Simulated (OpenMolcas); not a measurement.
## What dynamic correlation does to the levels of Sn

```json
{"Program": "OpenMolcas 26.06", "Basis": "ANO-R1 [6s5p3d1f]", "Scalar Hamiltonian": "X2C, finite nucleus", "Active space": "2 electrons in 3 orbitals (5p)", "State averaging": "2S+1 = 3 even, 3 roots; 2S+1 = 1 even, 6 roots", "Spin-orbit coupling": "state interaction with AMFI integrals over the reference wave functions, term energies averaged over their components"}
```

Methods on the same reference wave functions:
A. CASSCF
B. SS-CASPT2, IPEA 0.25 Eh, imaginary shift 0.1 Eh (closed shells correlated: 4d 5s)

Energies in cm-1 above 5s2 5p2 3P0, the measured ground level; measured values from NIST Handbook of Basic Atomic Spectroscopic Data.

```
      Level      A      B  Measured
5s2 5p2 3P0    0.0    0.0       0.0
5s2 5p2 3P1   1293   1329      1692
5s2 5p2 3P2   2978   3000      3428
5s2 5p2 1D2  10437  10060      8613
5s2 5p2 1S0  22355  20200     17162
```

Deviations, from unrounded energies. A percentage is the sum of absolute deviations over the sum of measured energies, with the sign that they share, or ± where signs differ.

| Against measurement | Levels | A | B |
| --- | --- | --- | --- |
| mean absolute deviation (cm-1) | 4 | 2000 | 1300 |
| fine structure of the ground term (%) | 2 | -16.6 | -15.4 |
| other terms of the ground configuration (%) | 2 | +27.2 | +17.4 |

B lies closest to measurement on these levels. The largest miss of B in the table is 5s2 5p2 1S0, by +3000 cm-1. The ranking rests on the paired levels alone, and a cruder setting can come out closer through cancelling errors.

From A to B the spin-free energies of the other terms of 5s2 5p2 shown, above 3P, scale by factors of 0.89 to 0.95.

The lowest spin-free term lies below A's lowest term by 0.373 hartree in B.

CASPT2 breaks the degeneracy within a term, and the mean is taken; among the terms shown or strongly mixed into the levels shown the widest spread is 87 cm-1 (5s2 5p2 1D, B). With the s shell closed, the reference lacks s² → p² mixing. Some terms miss by over 15 % even with CASPT2, which points to a basis or an active space too small for the shells correlated (holds for B). Measured partners are found by configuration, term and J. A level has none where our copy of the source lacks it or the pairing is in doubt (some pairs that miss far off the trend of their configuration count as doubtful), and it then counts in no deviation. Only configurations of the active space appear.
